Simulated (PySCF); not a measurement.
This PySCF input asks for the NMR shieldings of SMILES CB(P)C(C)(C)C, C5H14BP; the geometry comes from GFN2-xTB.

```python
import basis_set_exchange as bse
import numpy as np
from pyscf import gto, dft
from pyscf.prop import nmr

atoms = """
C     1.231597    1.846973    0.362617
B     0.929195    0.391891   -0.164306
P     2.200310   -0.420112   -1.300093
C    -0.513496   -0.273587    0.049320
C    -0.439807   -1.755705    0.448753
C    -1.376432    0.450287    1.092003
C    -1.226360   -0.184294   -1.314848
H     1.172803    1.886954    1.450259
H     0.487640    2.557475    0.001762
H     2.211336    2.224988    0.073090
H     2.231951   -1.704910   -0.798844
H     3.352828   -0.018882   -0.652823
H     0.087772   -1.873526    1.393616
H    -1.441133   -2.168069    0.564373
H     0.078559   -2.337026   -0.311490
H    -2.359932   -0.013101    1.158306
H    -0.912195    0.401917    2.074508
H    -1.514578    1.495713    0.829082
H    -0.665935   -0.728521   -2.073988
H    -2.225049   -0.613143   -1.246442
H    -1.317993    0.851621   -1.635327
"""
names = dict.fromkeys(["C", "B", "P", "H"], "pcSseg-1")
basis = {el: gto.basis.parse(bse.get_basis(n, elements=[el], fmt="nwchem")) for el, n in names.items()}
mol = gto.M(atom=atoms, basis=basis, charge=0, verbose=0)
mf = dft.RKS(mol, xc="PBE0")
mf.grids.level = 2
mf.grids.alignment = dft.numint.BLKSIZE   # the property module wants whole blocks of grid points
mf.conv_tol = 1e-9
mf.kernel()

calc = nmr.RKS(mf)   # GIAO
C = mf.mo_coeff
Co = C[:, mf.mo_occ > 0]
resp = mf.gen_response(singlet=True, hermi=2)
def vind(x):   # induced exchange potential for any number of trial vectors
    d = np.einsum("pi,xij,qj->xpq", C, 2 * x.reshape(-1, C.shape[1], Co.shape[1]), Co, optimize=True)
    return np.einsum("xpq,pi,qj->xij", resp(d - d.transpose(0, 2, 1)), C, Co, optimize=True).ravel()
mo1, _ = nmr.rhf.solve_mo1(calc, with_cphf=vind)
sigma = calc.kernel(mo1)
for i, s in enumerate(sigma):   # ppm
    w = np.linalg.eigvalsh((s + s.T) / 2)
    print("%2d %-2s iso %8.1f  s11 %8.1f  s22 %8.1f  s33 %8.1f" % (i, mol.atom_pure_symbol(i), w.mean(), *w))
```

**Question.** Give the expected output.

**Answer.** 
```
 0 C  iso    171.1  s11    154.5  s22    178.0  s33    180.9
 1 B  iso      0.3  s11    -74.4  s22    -42.3  s33    117.6
 2 P  iso    527.9  s11    460.6  s22    502.8  s33    620.4
 3 C  iso    153.5  s11    135.5  s22    156.1  s33    168.9
 4 C  iso    155.2  s11    132.3  s22    151.9  s33    181.5
 5 C  iso    158.0  s11    141.3  s22    149.7  s33    183.0
 6 C  iso    155.0  s11    131.2  s22    151.1  s33    182.7
 7 H  iso     30.6  s11     25.9  s22     30.5  s33     35.6
 8 H  iso     30.6  s11     26.1  s22     30.1  s33     35.5
 9 H  iso     30.3  s11     25.8  s22     30.2  s33     34.9
10 H  iso     28.9  s11     23.1  s22     29.0  s33     34.7
11 H  iso     29.6  s11     24.5  s22     27.7  s33     36.6
12 H  iso     30.6  s11     27.4  s22     27.7  s33     36.8
13 H  iso     30.8  s11     27.2  s22     29.0  s33     36.4
14 H  iso     30.3  s11     25.7  s22     29.8  s33     35.5
15 H  iso     31.1  s11     27.2  s22     29.4  s33     36.6
16 H  iso     30.6  s11     27.0  s22     28.1  s33     36.7
17 H  iso     30.4  s11     26.2  s22     29.3  s33     35.9
18 H  iso     30.8  s11     26.0  s22     30.2  s33     36.2
19 H  iso     30.8  s11     27.4  s22     28.5  s33     36.6
20 H  iso     30.9  s11     27.1  s22     28.7  s33     36.9
```

These numbers come from an equivalent density-fitted implementation of the same equations, which agrees with the script to about 0.01 ppm for H and up to a few tenths of a ppm for heavy atoms, so last digits may differ.

Size and cost of the density-fitted run: 196 basis functions, 26 s wall time on 1 thread of an Arm Neoverse V2, shared host.
